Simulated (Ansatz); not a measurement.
`[OH][Hf]([F])([F])[Br]`. Charge 0, multiplicity 1. Hf takes the def2 core potential.

Cartesian coordinates in Å:
```
O -0.052 1.268 -0.723
Hf 0.041 -0.322 0.298
F 1.788 -0.502 1.020
F -1.184 -0.212 1.744
Br -0.501 -2.316 -1.128
H -0.092 2.084 -1.211
```

Problem. What are the harmonic wavenumbers in cm⁻¹ at PBE0-D4/def2-TZVP (Ansatz, finite differences of forces, unscaled)? (Estimate.)

Solution. Ansatz gave: 107, 113, 154, 171, 175, 215, 251, 266, 645, 655, 735, 4013.

Problem. Is this a minimum?

Solution. Yes, all 12 modes are real.

Problem. Give the ideal-gas thermochemistry at 298.15 K and 1 bar (rigid rotor, harmonic oscillator; point group Cs, symmetry number 1).

Solution. Zero-point energy 44.9 kJ/mol; H(298) − E = 68.3 kJ/mol; entropy 387.8 J/(mol·K), of which translation 180.5, rotation 122.2, vibration 85.0; G(298) − E = -47.4 kJ/mol.
